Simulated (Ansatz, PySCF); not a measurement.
Gas-phase reaction in SMILES: [F][GeH]([F])[F] + 3 [H][H] (H2) → 3 F (HF) + [GeH4] (GeH4)
Each molecule is optimised on its own at B3LYP-D3(BJ)/def2-TZVP (Ansatz, a first-principles code).

Property: energy of full hydrogenation (0 K, with B3LYP-D3(BJ) harmonic zero-point energies from PySCF), in kcal/mol. Cores are frozen in the correlated levels unless marked. Spin-orbit coupling is left out. Frozen are the shells of the preceding noble gas and the d and f shells that filled before the atom's block. Non-relativistic. Basis-set limits of correlation are two-point, X^-3; Hartree-Fock from the larger set. [CCSD(T)-MP2]/basis is that difference in the basis named.

```json
[
 {"level": "HF/6-31G", "program": "Ansatz", "energy of full hydrogenation (kcal/mol)": "57.1"},
 {"level": "HF/6-31G*", "program": "Ansatz", "energy of full hydrogenation (kcal/mol)": "56.6"},
 {"level": "BLYP-D3(BJ)/def2-TZVPD", "program": "Ansatz + dftd3", "energy of full hydrogenation (kcal/mol)": "42.5"},
 {"level": "B3LYP-D4/def2-TZVPD", "program": "Ansatz + dftd4", "energy of full hydrogenation (kcal/mol)": "41.1"},
 {"level": "PBE0/def2-SVP", "program": "Ansatz", "energy of full hydrogenation (kcal/mol)": "40.1"},
 {"level": "PBE0-D4/def2-TZVP", "program": "Ansatz + dftd4", "energy of full hydrogenation (kcal/mol)": "38.9"},
 {"level": "PBE0/def2-TZVPD", "program": "Ansatz", "energy of full hydrogenation (kcal/mol)": "34.5"},
 {"level": "r2SCAN0/def2-TZVPD", "program": "Ansatz", "energy of full hydrogenation (kcal/mol)": "40.5"},
 {"level": "HSE06-D4/def2-TZVPD", "program": "Ansatz + dftd4", "energy of full hydrogenation (kcal/mol)": "35.0"},
 {"level": "HSE06/def2-TZVPD", "program": "Ansatz", "energy of full hydrogenation (kcal/mol)": "34.5"},
 {"level": "CAM-B3LYP-D4/def2-TZVPD", "program": "Ansatz + dftd4", "energy of full hydrogenation (kcal/mol)": "41.0"},
 {"level": "LC-wPBE/def2-TZVPD", "program": "Ansatz", "energy of full hydrogenation (kcal/mol)": "37.0"},
 {"level": "MP2/6-31G", "program": "Ansatz", "energy of full hydrogenation (kcal/mol)": "82.3"},
 {"level": "SCS-MP2/aug-cc-pVDZ", "program": "Ansatz", "energy of full hydrogenation (kcal/mol)": "40.3"},
 {"level": "SCS-MP2/aug-cc-pVTZ", "program": "Ansatz", "energy of full hydrogenation (kcal/mol)": "49.0"},
 {"level": "CCSD/6-31G*", "program": "Ansatz", "energy of full hydrogenation (kcal/mol)": "75.1"},
 {"level": "CCSD/cc-pVQZ", "program": "Ansatz", "energy of full hydrogenation (kcal/mol)": "45.8"},
 {"level": "RI-MP2/CBS(cc-pVTZ,cc-pVQZ)+[CCSD(T)-MP2]/cc-pVDZ", "program": "Ansatz", "energy of full hydrogenation (kcal/mol)": "45.4"},
 {"level": "RI-MP2/CBS(aug-cc-pVTZ,aug-cc-pVQZ)+[CCSD(T)-MP2]/aug-cc-pVTZ", "program": "Ansatz", "energy of full hydrogenation (kcal/mol)": "46.6"},
 {"level": "RI-MP2/CBS(cc-pVTZ,cc-pVQZ)+[CCSD(T)-MP2]/cc-pVTZ", "program": "Ansatz", "energy of full hydrogenation (kcal/mol)": "45.9"},
 {"level": "CCSD(T)/CBS(cc-pVTZ,cc-pVQZ)", "program": "Ansatz", "energy of full hydrogenation (kcal/mol)": "47.6"}
]
```
